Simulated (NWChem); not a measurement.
Molecule: ZnHBr; SMILES [ZnH][Br]

All runs: NWChem. Pople sets run with spherical d functions. Geometry: optimised at PBE-D3(BJ)/def2-SVP. B3LYP is NWChem's, with the RPA form of VWN correlation.

For level B3LYP/6-31G*:

```
Property                     Result
---------------------------  ------
highest occupied level (eV)   -7.97
orbital gap (eV)               7.12
dipole (D)                     1.75
```

**Question.** How do the values read with level B3LYP/3-21G instead?

**Answer.** The highest occupied level (eV) is -7.77 and the orbital gap (eV) comes out as 6.94. The dipole (D) is 1.46.
